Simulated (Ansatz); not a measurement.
`[OH][Ga]([Cl])[Br]` + H₂ → `[OH][GaH][Cl]` + HBr at 400 K and 1 bar (hydrogenolysis of a Ga–Br bond).

Isolated molecules relaxed with PBE0-D4/def2-TZVP in Ansatz; ΔE leaves out vibrations. CBS: MP2 limit from def2 TZ/QZ plus the TZ coupled-cluster correction, frozen cores. This one scheme is used for every species. For Br, Ga outer-core shells are correlated without core-valence functions, which leaves a few kJ/mol of doubt a bond. Scalar relativity is left out up to krypton. One conformer a species, not always the lowest.

| species | CCSD(T)/CBS energy (Eh) | H − E (kJ/mol) | S (J/(mol·K)) |
| --- | --- | --- | --- |
| `[OH][Ga]([Cl])[Br]` | -5032.95761 | 68.9 | 371.6 |
| H₂ | -1.17544 | 38.0 | 139.0 |
| `[OH][GaH][Cl]` | -2460.17745 | 79.5 | 321.1 |
| HBr | -2573.91920 | 27.6 | 207.2 |

H − E and S are ideal-gas, rigid-rotor, harmonic terms from PBE0-D4/def2-TZVP, for one conformer and one mirror image of each species. The MP2-based limit puts H₂ 0.8 mEh under its directly extrapolated value; such offsets cancel only in part. 1 Eh = 2625.50 kJ/mol, R = 8.31446 J/(mol·K).

By hand: ΔE, ΔH, ΔS and ΔG.

ΔE = (-2460.17745) + (-2573.91920) − (-5032.95761) − (-1.17544) = 0.03640 Eh = 95.6 kJ/mol. Δ(H − E) = 79.5 + 27.6 − 68.9 − 38.0 = 0.2, so ΔH = 95.8 kJ/mol. ΔS = 321.1 + 207.2 − 371.6 − 139.0 = 17.7 J/(mol·K). ΔG = 95.8 − 400 × (17.7)/1000 = 88.7 kJ/mol.

By hand: the equilibrium constant, and the temperature at which ΔG would vanish if ΔH and ΔS stayed fixed.

log₁₀ K = −ΔG/(RT ln 10) = -11.6. ΔG = 0 at ΔH/ΔS = 5412 K, far beyond where these terms or the molecules hold.

ΔH outweighs TΔS. A doubt of 5 kJ/mol in ΔE shifts log₁₀ K by 0.7 here. Other conformers and mirror images would add mixing entropy, several J/(mol·K) or more a flexible species. These are equilibria of isolated gas molecules and say nothing of rates. Largest T1 diagnostic: 0.013 (customary marks: 0.02 for closed shells, 0.045 for open ones).
